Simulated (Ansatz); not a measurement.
GeC₂⁺, relaxed as a doublet with UKS r2SCAN-D4/def2-TZVP in Ansatz, starting from the GFN1-xTB geometry. Force threshold 0.02 eV/Å.

The relaxation made no stability test and no search for a lower SCF solution. Another isomer (doublet) lies 0.03 eV lower at r2SCAN-D4/def2-TZVP; other spin states weren't run for this one.

Start:

```
atom   x (Å)   y (Å)   z (Å)
 Ge1  -1.050   0.416  -0.692
  C2   0.410   0.223   0.780
  C3   0.640  -0.639  -0.088
```

```
step  energy (eV)  largest force component (eV/Å)  SCF passes
   1  -58577.2469                           1.496          22
   2  -58577.2789                           0.191          29
   3  -58577.2807                           0.033          30
   4  -58577.2808                           0.011          21
   5  -58577.2808                           0.001          19
   6  -58577.2808                           0.001          17
   7  -58577.2808                           0.001          17
   8  -58577.2808                           0.003          21
   9  -58577.2808                           0.005          31
  10  -58577.2809                           0.010          32
  11  -58577.2811                           0.019          31
  12  -58577.2822                           0.051          36
  13  -58577.2861                           0.202          33
  14  -58577.2918                           0.114          33
  15  -58577.2964                           0.227          32
  16  -58577.3236                           0.093          39
  17  -58577.3245                           0.127          33
  18  -58577.3295                           0.058          35
  19  -58577.3298                           0.104          33
  20  -58577.3300                           0.009          30
```

Force components are those of the run's own axes.

End:

```xyz
3

Ge   -1.081    0.324   -0.851
C     0.638    0.153    0.959
C     0.443   -0.477   -0.108
```

Bonds lost: Ge1–C2 (atoms count from 1).

The force fell under the threshold at step 4, but the optimiser went on and released 0.049 eV more. No frequencies were taken in this run, so the end may be a saddle point.

It took 9.5 s on 4 threads of AMD EPYC 9R45 on a shared host.
